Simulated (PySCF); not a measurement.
The numbers are results of PBE-D3(BJ)/def2-TZVP run with PySCF, not measurements. Isolated molecules, 0 K electronic values unless said otherwise. One relaxed conformer stands for a flexible species; it need not be the lowest. Excitations are Tamm–Dancoff values on a coarser integration grid. The basis has no diffuse functions, so Rydberg states are missing or too high.

Reference species (SMILES): `C(OB)#C` (neutral, multiplicity 1).

```json
{
  "S1 excitation (TDA)": "4.31 eV",
  "HOMO–LUMO gap": "4.24 eV",
  "S1 oscillator strength": "0.000",
  "HOMO": "-6.64 eV"
}
```

Changed species: `C1BC=1O` (H–O–C–C torsion 180°).

Question: Predict the effect on the S1 excitation (TDA), HOMO–LUMO gap, S1 oscillator strength and HOMO.

Answer: the S1 excitation (TDA) goes up by 1.72 eV, to 6.03 eV; the HOMO–LUMO gap increases by 1.59 eV, to 5.83 eV; the S1 oscillator strength stays essentially unchanged; the HOMO falls by 0.05 eV, to -6.69 eV.
